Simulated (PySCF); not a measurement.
CH4AlNSi, ClFH2NSi, FH3NOSi, BFH4NSi and others (calculated)

Calculation on a computer-drawn molecule: the log of a Hartree-Fock and frozen-core CCSD(T) single point meant for a local Hartree-Fock minimum, with one planted fault or none, to be diagnosed. Offsets are logged minus clean, where the clean run is the same molecule without the fault. The reference is restricted for singlets and unrestricted otherwise, and also for a bond in bohr or an excited solution. Adding or removing an electron swaps singlet and doublet. The excited solution moves the top pair (singlet) or top alpha electron (doublet) to the lowest empty orbital. Highest occupied and lowest empty are orbital energies over both spins, largest force is the largest gradient component, triples share is (T) over the correlation energy, the T1 limit is 0.02 restricted and 0.045 unrestricted, electrons count all cores, a negative frequency is imaginary (commonest isotopes), and the dipole is about the centre of nuclear charge. Program: PySCF 2.14.0.

Common to all runs: logged SCF converged yes; possible faults no fault, one electron removed, one electron added, multiplicity raised by two, geometry at a saddle point, SCF held on an excited solution, minimal basis STO-3G, one bond length entered in bohr, all coordinates scaled.

```json
{"entry": 1, "formula": "CH4AlNSi", "logged_structure": {"atoms_angstrom": [["N", 1.483, -0.2432, 0.0], ["C", 0.2503, 0.3375, 0.0], ["Al", -0.1496, 2.3184, 0.0], ["Si", -1.34, -0.3567, 0.0], ["H", 1.6134, -1.2317, 0.0], ["H", 2.3138, 0.3061, 0.0], ["H", -2.422, 0.6412, 0.0], ["H", -1.7489, -1.7716, 0.0]]}, "given": {"meant_charge": 0, "meant_multiplicity": 1, "meant_basis": "cc-pV(D+d)Z", "logged_electrons": 44, "logged_basis_functions": 94, "logged_spin_squared": 0.0, "logged_highest_occupied [eV]": -6.9349, "logged_lowest_empty [eV]": 1.4025, "logged_largest_force [hartree/bohr]": 5.4724e-05, "logged_lowest_frequency [cm^-1]": -392.71, "logged_T1_diagnostic": 0.016048, "logged_D1_diagnostic": 0.041633, "logged_triples_share": 0.03814, "logged_CC_converged": "yes", "logged_dipole_magnitude [debye]": 2.6476, "logged_SCF_stable_within_its_kind": "yes", "logged_energy_HF [hartree]": -625.4133, "logged_energy_CCSD(T) [hartree]": -625.93056, "drawn_bonds_atom": [1, 2, 2, 1, 1, 4, 4], "drawn_bonds_other_atom": [2, 3, 4, 5, 6, 7, 8], "drawn_bonds_order": [1, 1, 2, 1, 1, 1, 1]}, "results": {"planted_fault": "geometry at a saddle point", "HF_energy_offset_from_clean_run [kcal/mol]": 0.6774, "CCSD(T)_energy_offset_from_clean_run [kcal/mol]": 0.7655}}
{"entry": 2, "formula": "ClFH2NSi", "logged_structure": {"atoms_angstrom": [["N", -0.7094, 1.2048, 0.1304], ["Si", -1.7057, 1.5502, 1.3524], ["F", -3.1108, 2.0928, 0.9871], ["Cl", -1.2643, 1.3326, 3.2281], ["H", 0.2245, 0.8476, 0.2553], ["H", -0.9663, 1.3283, -0.8373]]}, "given": {"meant_charge": 1, "meant_multiplicity": 1, "meant_basis": "cc-pV(D+d)Z", "logged_electrons": 48, "logged_basis_functions": 84, "logged_spin_squared": 0.0, "logged_highest_occupied [eV]": -9.0671, "logged_lowest_empty [eV]": -13.36, "logged_largest_force [hartree/bohr]": 0.14496, "logged_CC_converged": "no", "logged_dipole_magnitude [debye]": 8.9062, "logged_SCF_stable_within_its_kind": "no", "logged_energy_HF [hartree]": -902.62725, "drawn_bonds_atom": [1, 2, 2, 1, 1], "drawn_bonds_other_atom": [2, 3, 4, 5, 6], "drawn_bonds_order": [1, 1, 1, 1, 1]}, "results": {"planted_fault": "SCF held on an excited solution", "HF_energy_offset_from_clean_run [kcal/mol]": 456.4}, "notes": ["CCSD not converged"]}
{"entry": 3, "formula": "FH3NOSi", "logged_structure": {"atoms_angstrom": [["N", -0.9251, 0.3895, 0.3449], ["Si", -2.3025, 1.5222, 0.6433], ["O", -4.7446, 0.2996, -1.1805], ["F", -2.8046, 0.748, 2.0668], ["H", -0.3757, 0.6326, -0.4589], ["H", -1.1594, -0.5884, 0.281], ["H", -5.046, -0.5306, -0.8445]]}, "given": {"meant_charge": -1, "meant_multiplicity": 1, "meant_basis": "aug-cc-pV(D+d)Z", "logged_electrons": 42, "logged_basis_functions": 128, "logged_spin_squared": 0.0, "logged_highest_occupied [eV]": -3.9015, "logged_lowest_empty [eV]": 3.5998, "logged_largest_force [hartree/bohr]": 0.030905, "logged_T1_diagnostic": 0.021988, "logged_D1_diagnostic": 0.077898, "logged_triples_share": 0.032184, "logged_CC_converged": "yes", "logged_dipole_magnitude [debye]": 9.0945, "logged_SCF_stable_within_its_kind": "yes", "logged_energy_HF [hartree]": -519.48917, "logged_energy_CCSD(T) [hartree]": -520.25401, "drawn_bonds_atom": [1, 2, 2, 1, 1, 3], "drawn_bonds_other_atom": [2, 3, 4, 5, 6, 7], "drawn_bonds_order": [1, 1, 1, 1, 1, 1]}, "results": {"planted_fault": "one bond length entered in bohr, row 2 of the drawn bonds", "HF_energy_offset_from_clean_run [kcal/mol]": 63.08, "CCSD(T)_energy_offset_from_clean_run [kcal/mol]": 55.1}}
{"entry": 4, "formula": "BFH4NSi", "logged_structure": {"atoms_angstrom": [["N", -3.1178, -1.1163, -0.8274], ["Si", -2.2936, 0.2969, -0.8962], ["B", -1.3357, 1.0181, 0.8052], ["F", -0.7213, 2.1522, 0.6445], ["H", -3.6034, -1.5218, -1.6116], ["H", -3.2005, -1.6837, 0.0004], ["H", -2.3171, 0.938, -2.2107], ["H", -1.3625, 0.4218, 1.8315]]}, "given": {"meant_charge": 1, "meant_multiplicity": 1, "meant_basis": "cc-pV(D+d)Z", "logged_electrons": 38, "logged_basis_functions": 85, "logged_spin_squared": 2.0118, "logged_highest_occupied [eV]": -13.588, "logged_lowest_empty [eV]": -8.1595, "logged_largest_force [hartree/bohr]": 0.0407, "logged_T1_diagnostic": 0.025641, "logged_D1_diagnostic": 0.12786, "logged_triples_share": 0.027322, "logged_CC_converged": "yes", "logged_dipole_magnitude [debye]": 3.1142, "logged_SCF_stable_within_its_kind": "yes", "logged_energy_HF [hartree]": -469.50843, "logged_energy_CCSD(T) [hartree]": -470.0707, "drawn_bonds_atom": [1, 2, 3, 1, 1, 2, 3], "drawn_bonds_other_atom": [2, 3, 4, 5, 6, 7, 8], "drawn_bonds_order": [1, 1, 1, 1, 1, 1, 1]}, "results": {"planted_fault": "multiplicity raised by two", "HF_energy_offset_from_clean_run [kcal/mol]": 86.25, "CCSD(T)_energy_offset_from_clean_run [kcal/mol]": 88.4}}
{"entry": 5, "formula": "ClH3NSi", "logged_structure": {"atoms_angstrom": [["N", -0.0728, 2.0362, -0.2921], ["Si", -0.6353, 2.1657, -1.8113], ["Cl", -2.4937, 2.7022, -2.1279], ["H", -0.6184, 2.2154, 0.536], ["H", 0.8751, 1.764, -0.0824], ["H", 0.245, 1.8818, -2.9297]]}, "given": {"meant_charge": 1, "meant_multiplicity": 1, "meant_basis": "cc-pV(D+d)Z", "logged_electrons": 40, "logged_basis_functions": 75, "logged_spin_squared": 2.0352, "logged_highest_occupied [eV]": -12.321, "logged_lowest_empty [eV]": -7.5466, "logged_largest_force [hartree/bohr]": 0.17269, "logged_T1_diagnostic": 0.027617, "logged_D1_diagnostic": 0.15237, "logged_triples_share": 0.024999, "logged_CC_converged": "yes", "logged_dipole_magnitude [debye]": 8.1337, "logged_SCF_stable_within_its_kind": "yes", "logged_energy_HF [hartree]": -804.27603, "logged_energy_CCSD(T) [hartree]": -804.67784, "drawn_bonds_atom": [1, 2, 1, 1, 2], "drawn_bonds_other_atom": [2, 3, 4, 5, 6], "drawn_bonds_order": [1, 1, 1, 1, 1]}, "results": {"planted_fault": "multiplicity raised by two", "HF_energy_offset_from_clean_run [kcal/mol]": 107.2, "CCSD(T)_energy_offset_from_clean_run [kcal/mol]": 126.9}}
{"entry": 6, "formula": "ClH3NSi", "logged_structure": {"atoms_angstrom": [["N", -0.0728, 2.0362, -0.2921], ["Si", -0.6353, 2.1657, -1.8113], ["Cl", -2.4937, 2.7022, -2.1279], ["H", -1.1038, 2.3748, 1.2728], ["H", 0.8751, 1.764, -0.0824], ["H", 0.245, 1.8818, -2.9297]]}, "given": {"meant_charge": 1, "meant_multiplicity": 1, "meant_basis": "cc-pV(D+d)Z", "logged_electrons": 40, "logged_basis_functions": 75, "logged_spin_squared": 0.6503, "logged_highest_occupied [eV]": -17.627, "logged_lowest_empty [eV]": -5.0246, "logged_largest_force [hartree/bohr]": 0.03292, "logged_T1_diagnostic": 0.07028, "logged_D1_diagnostic": 0.32382, "logged_triples_share": 0.035077, "logged_CC_converged": "yes", "logged_dipole_magnitude [debye]": 4.069, "logged_SCF_stable_within_its_kind": "yes", "logged_energy_HF [hartree]": -804.28942, "logged_energy_CCSD(T) [hartree]": -804.72951, "drawn_bonds_atom": [1, 2, 1, 1, 2], "drawn_bonds_other_atom": [2, 3, 4, 5, 6], "drawn_bonds_order": [1, 1, 1, 1, 1]}, "results": {"planted_fault": "one bond length entered in bohr, row 3 of the drawn bonds", "HF_energy_offset_from_clean_run [kcal/mol]": 98.84, "CCSD(T)_energy_offset_from_clean_run [kcal/mol]": 94.45}, "notes": ["T1 above single-reference limit"]}
{"entry": 7, "formula": "FH3NSi", "logged_structure": {"atoms_angstrom": [["N", -1.0421, 0.1052, 0.0], ["Si", 0.6491, -0.6107, 0.0], ["F", 2.4356, -0.9325, 0.0], ["H", -1.3024, 1.0766, 0.0], ["H", -1.8459, -0.4923, 0.0], ["H", 1.1057, 0.8538, 0.0]]}, "given": {"meant_charge": -1, "meant_multiplicity": 1, "meant_basis": "aug-cc-pV(D+d)Z", "logged_electrons": 34, "logged_basis_functions": 105, "logged_spin_squared": 0.0, "logged_highest_occupied [eV]": -2.0145, "logged_lowest_empty [eV]": 4.0192, "logged_largest_force [hartree/bohr]": 3.7383e-05, "logged_lowest_frequency [cm^-1]": -318.73, "logged_T1_diagnostic": 0.019498, "logged_D1_diagnostic": 0.056114, "logged_triples_share": 0.033906, "logged_CC_converged": "yes", "logged_dipole_magnitude [debye]": 3.2222, "logged_SCF_stable_within_its_kind": "yes", "logged_energy_HF [hartree]": -444.58121, "logged_energy_CCSD(T) [hartree]": -445.15054, "drawn_bonds_atom": [1, 2, 1, 1, 2], "drawn_bonds_other_atom": [2, 3, 4, 5, 6], "drawn_bonds_order": [1, 1, 1, 1, 1]}, "results": {"planted_fault": "geometry at a saddle point", "HF_energy_offset_from_clean_run [kcal/mol]": 44.22, "CCSD(T)_energy_offset_from_clean_run [kcal/mol]": 32.68}}
{"entry": 8, "formula": "H5NOSi2", "logged_structure": {"atoms_angstrom": [["N", 0.8998, -0.1251, 1.5195], ["Si", 0.8223, 0.5235, -0.0563], ["O", 0.6997, -0.6151, -1.2596], ["Si", -0.1087, -1.2074, -2.5651], ["H", 0.0757, -0.5017, 1.9493], ["H", 1.7109, -0.6387, 1.8099], ["H", 2.0696, 1.2648, -0.3102], ["H", -0.3691, 1.3906, -0.1322], ["H", -1.2812, -0.2177, -2.583]]}, "given": {"meant_charge": 0, "meant_multiplicity": 1, "meant_basis": "cc-pV(D+d)Z", "logged_electrons": 49, "logged_basis_functions": 99, "logged_spin_squared": 0.7744, "logged_highest_occupied [eV]": -0.16903, "logged_lowest_empty [eV]": 8.0656, "logged_largest_force [hartree/bohr]": 0.076086, "logged_T1_diagnostic": 0.015259, "logged_D1_diagnostic": 0.044846, "logged_triples_share": 0.023985, "logged_CC_converged": "yes", "logged_dipole_magnitude [debye]": 9.5373, "logged_SCF_stable_within_its_kind": "yes", "logged_energy_HF [hartree]": -710.14723, "logged_energy_CCSD(T) [hartree]": -710.7471, "drawn_bonds_atom": [1, 2, 3, 1, 1, 2, 2, 4], "drawn_bonds_other_atom": [2, 3, 4, 5, 6, 7, 8, 9], "drawn_bonds_order": [1, 1, 1, 1, 1, 1, 1, 1]}, "results": {"planted_fault": "one electron added", "HF_energy_offset_from_clean_run [kcal/mol]": 13.75, "CCSD(T)_energy_offset_from_clean_run [kcal/mol]": 11.28}}
{"entry": 9, "formula": "H5NOSi2", "logged_structure": {"atoms_angstrom": [["N", 0.9115, -0.1267, 1.5392], ["Si", 0.833, 0.5303, -0.0571], ["O", 0.7088, -0.6231, -1.276], ["Si", -0.1102, -1.2231, -2.5984], ["H", 0.0767, -0.5083, 1.9746], ["H", 1.7331, -0.647, 1.8335], ["H", 2.0965, 1.2812, -0.3142], ["H", -0.3739, 1.4087, -0.1339], ["H", -1.2979, -0.2205, -2.6165]]}, "given": {"meant_charge": 0, "meant_multiplicity": 1, "meant_basis": "cc-pV(D+d)Z", "logged_electrons": 48, "logged_basis_functions": 99, "logged_spin_squared": 0.0, "logged_highest_occupied [eV]": -8.8367, "logged_lowest_empty [eV]": 1.2696, "logged_largest_force [hartree/bohr]": 0.010431, "logged_T1_diagnostic": 0.015132, "logged_D1_diagnostic": 0.048512, "logged_triples_share": 0.025079, "logged_CC_converged": "yes", "logged_dipole_magnitude [debye]": 1.3561, "logged_SCF_stable_within_its_kind": "yes", "logged_energy_HF [hartree]": -710.16759, "logged_energy_CCSD(T) [hartree]": -710.76607, "drawn_bonds_atom": [1, 2, 3, 1, 1, 2, 2, 4], "drawn_bonds_other_atom": [2, 3, 4, 5, 6, 7, 8, 9], "drawn_bonds_order": [1, 1, 1, 1, 1, 1, 1, 1]}, "results": {"planted_fault": "all coordinates scaled, by +1.3 %", "HF_energy_offset_from_clean_run [kcal/mol]": 0.9689, "CCSD(T)_energy_offset_from_clean_run [kcal/mol]": -0.6203}}
{"entry": 10, "formula": "H6NSi2", "logged_structure": {"atoms_angstrom": [["N", -0.2695, 0.7215, -1.1583], ["Si", -0.8273, 0.0712, 0.3434], ["Si", -2.7531, -1.2947, 0.1619], ["H", 0.002, 0.0899, -1.8895], ["H", -0.7691, 1.4976, -1.5525], ["H", 0.2423, -0.767, 0.933], ["H", -1.0997, 1.2213, 1.238], ["H", -3.1636, -1.9624, 1.4237], ["H", -3.9318, -0.6091, -0.4304]]}, "given": {"meant_charge": 0, "meant_multiplicity": 2, "meant_basis": "cc-pV(D+d)Z", "logged_electrons": 41, "logged_basis_functions": 90, "logged_spin_squared": 3.777, "logged_highest_occupied [eV]": -3.1893, "logged_lowest_empty [eV]": -0.49729, "logged_largest_force [hartree/bohr]": 0.07995, "logged_T1_diagnostic": 0.054846, "logged_D1_diagnostic": 0.31978, "logged_triples_share": 0.034531, "logged_CC_converged": "yes", "logged_dipole_magnitude [debye]": 4.1364, "logged_SCF_stable_within_its_kind": "yes", "logged_energy_HF [hartree]": -635.59402, "logged_energy_CCSD(T) [hartree]": -636.01611, "drawn_bonds_atom": [1, 2, 1, 1, 2, 2, 3, 3], "drawn_bonds_other_atom": [2, 3, 4, 5, 6, 7, 8, 9], "drawn_bonds_order": [1, 1, 1, 1, 1, 1, 1, 1]}, "results": {"planted_fault": "multiplicity raised by two", "HF_energy_offset_from_clean_run [kcal/mol]": 128.8, "CCSD(T)_energy_offset_from_clean_run [kcal/mol]": 128.1}, "notes": ["T1 above single-reference limit"]}
```
